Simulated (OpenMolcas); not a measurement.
Multiplet structure of Ru3+

```yaml
Program: OpenMolcas
Method: "SS-RASPT2, IPEA 0.25 Eh, imaginary shift 0.1 Eh (closed shells correlated: 4s)"
Basis: ANO-RCC-VQZP [8s7p5d3f2g1h]
Scalar_Hamiltonian: DKH2, point nucleus
Active_space: 11 electrons in 8 orbitals (RAS1 4p, at most 2 holes; RAS2 4d)
State_averaging: 2S+1 = 6 even, 1 root; 2S+1 = 4 even, 24 roots; 2S+1 = 2 even, 70 roots
Spin-orbit_coupling: RASSI with atomic mean-field integrals over the reference wave functions, term energies averaged over their components
```

Spin-free terms above the lowest, with the occupations of the reference:

| Configuration | Term | E (cm-1) | Occupations |
| --- | --- | --- | --- |
| 4d5 | 6S | 0.0 | 4p 5.99 4d 5.01 |
| 4d5 | 4G | 23600 | 4p 5.99 4d 5.01 |
| 4d5 | 4P | 27610 | 4p 5.98 4d 5.02 |
| 4d5 | 4D | 28400 | 4p 5.99 4d 5.01 |
| 4d5 | 2I | 34470 | 4p 6.00 4d 5.00 |
| 4d5 | 2D(1) | 38720 | 4p 5.98 4d 5.02 |
| 4d5 | 4F | 38840 | 4p 5.99 4d 5.01 |
| 4d5 | 2F(1) | 39670 | 4p 5.99 4d 5.01 |
| 4d5 | 2G(1) | 42220 | 4p 5.99 4d 5.01 |
| 4d5 | 2H | 42370 | 4p 5.99 4d 5.01 |
| 4d5 | 2F(2) | 44820 | 4p 5.99 4d 5.01 |
| 4d5 | 2S | 49130 | 4p 5.99 4d 5.01 |
| 4d5 | 2D(2) | 55080 | 4p 5.98 4d 5.02 |
| 4d5 | 2G(2) | 60490 | 4p 5.99 4d 5.01 |

With spin-orbit coupling, above the lowest level:

```json
{"Configuration": "4d5", "Term": "6S", "J": "5/2", "E (cm-1)": "0.0", "Term weight %": "99", "Second": ""}
{"Configuration": "4d5", "Term": "4G", "J": "5/2", "E (cm-1)": "23320", "Term weight %": "96", "Second": "3 2F(1)"}
{"Configuration": "4d5", "Term": "4G", "J": "7/2", "E (cm-1)": "23560", "Term weight %": "98", "Second": ""}
{"Configuration": "4d5", "Term": "4G", "J": "11/2", "E (cm-1)": "23630", "Term weight %": "99", "Second": ""}
{"Configuration": "4d5", "Term": "4G", "J": "9/2", "E (cm-1)": "23700", "Term weight %": "99", "Second": ""}
{"Configuration": "4d5", "Term": "4P", "J": "5/2", "E (cm-1)": "25980", "Term weight %": "57", "Second": "37 4D"}
{"Configuration": "4d5", "Term": "4P", "J": "3/2", "E (cm-1)": "26440", "Term weight %": "60", "Second": "39 4D"}
{"Configuration": "4d5", "Term": "4P", "J": "1/2", "E (cm-1)": "27150", "Term weight %": "72", "Second": "28 4D"}
{"Configuration": "4d5", "Term": "4D", "J": "7/2", "E (cm-1)": "28340", "Term weight %": "97", "Second": ""}
{"Configuration": "4d5", "Term": "4D", "J": "1/2", "E (cm-1)": "29180", "Term weight %": "72", "Second": "27 4P"}
{"Configuration": "4d5", "Term": "4D", "J": "5/2", "E (cm-1)": "29720", "Term weight %": "59", "Second": "36 4P"}
{"Configuration": "4d5", "Term": "4D", "J": "3/2", "E (cm-1)": "29740", "Term weight %": "59", "Second": "39 4P"}
{"Configuration": "4d5", "Term": "2I", "J": "11/2", "E (cm-1)": "34220", "Term weight %": "94", "Second": "6 2H"}
{"Configuration": "4d5", "Term": "2I", "J": "13/2", "E (cm-1)": "34730", "Term weight %": "100", "Second": ""}
{"Configuration": "4d5", "Term": "2D(1)", "J": "5/2", "E (cm-1)": "36900", "Term weight %": "49", "Second": "34 2F(1)"}
{"Configuration": "4d5", "Term": "2D(1)", "J": "3/2", "E (cm-1)": "37660", "Term weight %": "51", "Second": "48 4F"}
{"Configuration": "4d5", "Term": "4F", "J": "9/2", "E (cm-1)": "38490", "Term weight %": "81", "Second": "17 2G(1)"}
{"Configuration": "4d5", "Term": "4F", "J": "7/2", "E (cm-1)": "38500", "Term weight %": "69", "Second": "16 2F(1)"}
{"Configuration": "4d5", "Term": "4F", "J": "5/2", "E (cm-1)": "39150", "Term weight %": "83", "Second": "11 2F(1)"}
{"Configuration": "4d5", "Term": "2F(1)", "J": "7/2", "E (cm-1)": "40210", "Term weight %": "71", "Second": "20 4F"}
{"Configuration": "4d5", "Term": "4F", "J": "3/2", "E (cm-1)": "40590", "Term weight %": "51", "Second": "48 2D(1)"}
{"Configuration": "4d5", "Term": "2H", "J": "9/2", "E (cm-1)": "41510", "Term weight %": "55", "Second": "32 2G(1)"}
{"Configuration": "4d5", "Term": "2F(1)", "J": "5/2", "E (cm-1)": "42780", "Term weight %": "44", "Second": "40 2D(1)"}
{"Configuration": "4d5", "Term": "2G(1)", "J": "7/2", "E (cm-1)": "42810", "Term weight %": "87", "Second": "9 2F(1)"}
{"Configuration": "4d5", "Term": "2H", "J": "11/2", "E (cm-1)": "43370", "Term weight %": "93", "Second": "6 2I"}
{"Configuration": "4d5", "Term": "2G(1)", "J": "9/2", "E (cm-1)": "44320", "Term weight %": "51", "Second": "43 2H"}
{"Configuration": "4d5", "Term": "2F(2)", "J": "5/2", "E (cm-1)": "45410", "Term weight %": "82", "Second": "7 2F(1)"}
{"Configuration": "4d5", "Term": "2F(2)", "J": "7/2", "E (cm-1)": "45420", "Term weight %": "90", "Second": "7 4F"}
{"Configuration": "4d5", "Term": "2S", "J": "1/2", "E (cm-1)": "49380", "Term weight %": "99", "Second": ""}
{"Configuration": "4d5", "Term": "2D(2)", "J": "3/2", "E (cm-1)": "55450", "Term weight %": "100", "Second": ""}
{"Configuration": "4d5", "Term": "2D(2)", "J": "5/2", "E (cm-1)": "55800", "Term weight %": "97", "Second": "3 2F(2)"}
{"Configuration": "4d5", "Term": "2G(2)", "J": "9/2", "E (cm-1)": "60840", "Term weight %": "100", "Second": ""}
{"Configuration": "4d5", "Term": "2G(2)", "J": "7/2", "E (cm-1)": "60980", "Term weight %": "99", "Second": ""}
```

Spin-orbit coupling puts the lowest level 257 cm-1 below the lowest spin-free term.

A least-squares Racah fit to the terms below 60000 cm-1, each weighted by 2L + 1 and with a free common offset, gives B = 718 cm-1 and C = 3289 cm-1 (C/B = 4.58), with an rms deviation of 217 cm-1.

Term energies are means over components that CASPT2 splits; among the terms shown or strongly mixed into the levels shown the widest spread is 260 cm-1 (4d5 2F(2)). Active for correlation alone: 4p; no level in the range computed is led by a configuration that opens it, so any true level of that kind is missing. The CASPT2 spread within a term exceeds the gap to the next term for 4d5 2D(1) and 4d5 4F, 4d5 2G(1) and 4d5 2H, so the order of their levels is uncertain, and so are names and mixing where such terms share a J. Levels of configurations outside the active space are missing. The first state left out of the spin-orbit step lies near 89000 cm-1 above the lowest spin-free state of the reference (among the parities and spins computed), and the list stops at four fifths of that energy or lower.

The term weight is that of the spin-free term in the level, not the purity of its configuration. A number in round brackets counts repeated terms of one configuration in the order of the reference energies.
